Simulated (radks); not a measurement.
Values are calculated unless marked as measured or tabulated.
Exchange energies: the exact (Fock) value of the Kohn-Sham orbitals and density-functional approximations, as 100 (|E| - |E exact|)/|E exact|, negative where the magnitude is too small. Species: Bi4+ [Xe] 4f14 5d10 6s1; Be3+ 1s1. Code: a radial shooting solver on a logarithmic mesh with Libxc functionals. Model: non-relativistic Kohn-Sham, LDA (Slater exchange, Perdew-Wang correlation), spin-polarised, spherical densities, point nucleus. Every spin shell is full or empty, so the densities are truly spherical. Functionals are evaluated on that one density, not self-consistently.

functional           Bi4+      Be3+
exact (hartree)  -365.011  -1.23360
LDA                 -3.76    -14.19
B88                 +0.04     -0.80
PBEsol              -1.79     -6.27
revPBE              -0.28     -0.54
RPBE                -0.24     -0.32
PW91                +0.02     -1.71
PW86                -0.43     -0.26
OPTX                +1.93     -0.55
WC                  -0.64     -3.97
B86b                -0.03     -1.06
G96                 +0.45     -0.35
APBE                +0.21     -0.47
TPSS                -0.45     +0.04
r2SCAN              -0.20     +0.04
Tao-Mo              -0.85     +0.06
